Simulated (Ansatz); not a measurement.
`[SH][Ge][Br]` + CH₃OH → `C[O][Ge][SH]` + HBr  (ligand exchange at a Ge–Br bond)

Isolated molecules relaxed with PBE0-D4/def2-TZVP in Ansatz; ΔE leaves out vibrations. CBS: MP2 limit from def2 TZ/QZ plus the TZ coupled-cluster correction, frozen cores. This one scheme is used for every species. Functionals use def2-TZVPP. HSE06 is defined as in plane-wave codes. For Br, Ge outer-core shells are correlated without core-valence functions, which leaves a few kJ/mol of doubt a bond. Scalar relativity is left out up to krypton. One conformer a species, not always the lowest.

Q: Is it downhill or uphill in electronic energy at CCSD(T)/CBS, and by how much? (An estimate is asked.)

A: Ansatz gave: Uphill: ΔE = +11.6 kcal/mol.

Q: What do these levels give: B97M-V, r2SCAN0-D4, HSE06-D4, r2SCAN0, CCSD(T)/def2-TZVPP, HF/CBS(def2)? (Best estimate.)

A: Computed: B97M-V 10.6, r2SCAN0-D4 13.0, HSE06-D4 13.7, r2SCAN0 13.3, CCSD(T)/def2-TZVPP 10.1, HF/CBS(def2) 14.0 kcal/mol.

Largest T1 diagnostic among the species: 0.015.

At CCSD(T), def2-SVP lies −2.6 kcal/mol from the extrapolated value and def2-TZVPP −1.4 kcal/mol. Leaving LDA and LC-ωPBE aside and taking each functional with its dispersion term where it has one, the values, not all of them listed here, spread over 3.5 kcal/mol, from CAM-B3LYP-D4 to HSE06-D4. LDA lies −2.8 kcal/mol from PBE without D4. The D4 term adds −0.9 kcal/mol with B3LYP and −0.5 kcal/mol with PBE0; it sums over pairs of atoms, weighted by their polarisabilities, and B3LYP, whose exchange is more repulsive, gets the larger term.

B3LYP here is the variant with VWN-RPA as its local correlation; programs differ in this.
